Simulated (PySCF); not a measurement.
All of these have the formula C9H6N2. Method used: TDDFT CAM-B3LYP/def2-SVPD, vertical, gas phase, core orbitals frozen in the response in PySCF 2.14.0, density-fitted response routines. Geometries: PBE0-D3(BJ)/def2-SVP; one conformer of each isolated species.

A. `C#Cc1cn2ccccc2n1`
B. `C=CCC#C/C(C#N)=C\C#N`
C. `Cc1cccc(C#N)c1C#N`
D. `N#CCC1=C[C@H]2[C@@H]3[C@H]2[C@]13C#N`

Lowest singlet levels (six at most, fewer where fewer were computed) with oscillator strengths:

1. 4.84 eV (f 0.050); 5.30 eV (f 0.114); 6.21 eV (f 0.618); 6.30 eV (f 0.443); 6.33 eV (f 0.000); 6.36 eV (f 0.000)
2. 5.73 eV (f 0.060); 6.63 eV (f 0.040); 6.67 eV (f 0.000); 6.81 eV (f 0.000); 6.89 eV (f 0.012); 7.24 eV (f 0.006)
3. 4.36 eV (f 0.118); 4.84 eV (f 0.036); 5.75 eV (f 0.000); 5.81 eV (f 0.840); 5.87 eV (f 0.162); 5.97 eV (f 0.001)
4. 4.34 eV (f 0.003); 4.47 eV (f 0.336); 5.45 eV (f 0.001); 5.68 eV (f 0.000); 5.84 eV (f 0.225); 5.99 eV (f 0.000)

Problem. Match each spectrum to its molecule.

Solution. 1 = C, 2 = D, 3 = A, 4 = B.
- A: S1 at 4.36 eV, HOMO→LUMO (91%); Löwdin shares by element: HOMO carbon 45% or more, nitrogen 10% or more (atoms not listed hold the other 45%); LUMO carbon 62% or more (atoms not listed hold the other 38%); HOMO -7.51 and LUMO -0.38 eV; point group Cs, 1 of its 6 listed states under f = 0.0005.
- B: S1 at 4.34 eV, HOMO-2→LUMO (70%), HOMO-1→LUMO (24%); Löwdin shares by element: HOMO carbon 68% or more (atoms not listed hold the other 32%); LUMO carbon 53% or more, nitrogen 11% or more (atoms not listed hold the other 35%); HOMO -9.13 and LUMO -2.23 eV.
- C: S1 at 4.84 eV, HOMO→LUMO (74%), HOMO-1→LUMO+1 (22%); Löwdin shares by element: HOMO carbon 60% or more (atoms not listed hold the other 40%); LUMO carbon 54% or more (atoms not listed hold the other 46%); HOMO -9.38 and LUMO -1.45 eV; point group Cs, 2 of its 6 listed states under f = 0.0005.
- D: S1 at 5.73 eV, HOMO→LUMO (96%); Löwdin shares by element: HOMO carbon 72% or more (atoms not listed hold the other 28%); LUMO carbon 69% or more (atoms not listed hold the other 31%); HOMO -8.61 and LUMO 0.38 eV; point group Cs, 2 of its 6 listed states under f = 0.0005.
A and B have S1 within 0.02 eV of each other; their strongest listed levels stand at 5.81 eV (f 0.840) and 4.47 eV (f 0.336).
